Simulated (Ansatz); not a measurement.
Be2I2⁺. Total charge 1; doublet. Geometry r2SCAN-D4/def2-TZVP; atoms count from 1.

```xyz
4

Be   -2.0106   -0.1043    1.3884
Be    0.7499    0.0365   -0.5274
I    -1.4353   -0.5605   -0.8899
I     2.6960    0.6284    0.0289
```

In the def2 sets I takes a core potential; there is no spin–orbit coupling. The structure comes from a short search, and lower isomers may exist.

Estimate the Mulliken populations from the PBE0/def2-TZVP orbitals of Ansatz.


| atom | charge (e) | spin (α − β) |
| --- | --- | --- |
| Be1 | 0.38 | 0.92 |
| Be2 | 0.14 | 0.00 |
| I3 | 0.25 | 0.08 |
| I4 | 0.22 | 0.00 |
Mulliken values depend strongly on the basis.

Where does the spin sit?

Summed by element: Be 0.93, I 0.07, of 1 unpaired in all. Largest on single atoms: Be1 0.92, I3 0.08, Be2 0.00.

And the Mayer bond orders between heavy atoms (over 0.3)?

Be1–I3 0.92 (2.39 Å); Be2–I3 0.91 (2.29 Å); Be2–I4 1.68 (2.11 Å).
